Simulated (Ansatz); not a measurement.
CH7BGeS can be A, `CB[S][GeH3]`, or B, `BS[CH2][GeH3]`.

Program: Ansatz. Geometries: PBE0-D4/def2-TZVP. ΔE: electronic, gas phase. CCSD(T)/CBS is the MP2 limit (def2-TZVPP, def2-QZVPP) plus CCSD(T) − MP2 in def2-TZVPP, frozen cores. Functionals use def2-TZVPP. B3LYP here is the variant with VWN-RPA as its local correlation; programs differ in this. For Ge outer-core shells are correlated without core-valence functions, which leaves a few kJ/mol of doubt a bond. Scalar relativity is left out up to krypton. Each species was taken in one conformer, which may not be the lowest.

Which is lower in electronic energy at CCSD(T)/CBS, and by how much? (An estimate is asked.)

Ansatz gave: A, by 25.7 kcal/mol.

Give E(B) − E(A) in kcal/mol with PBE0-D4, MP2/def2-TZVPP, CCSD(T)/def2-TZVPP, HF/def2-TZVPP, B3LYP-D4, ωB97M-V, r2SCAN-D4. (Best estimate.)

Ansatz gave: PBE0-D4 27.3, MP2/def2-TZVPP 26.3, CCSD(T)/def2-TZVPP 25.9, HF/def2-TZVPP 29.0, B3LYP-D4 26.6, ωB97M-V 26.7, r2SCAN-D4 27.6. None reverses the order clearly.

Largest T1 diagnostic: 0.013.

In def2-TZVPP, CCSD(T) changes the Hartree–Fock value by −3.1 kcal/mol (the triples alone add −0.5 kcal/mol) and MP2 by −2.8 kcal/mol. From PBE to PBE0 (25 % exact exchange), in def2-TZVPP and without D4, E(B) − E(A) moves by +0.9 kcal/mol.
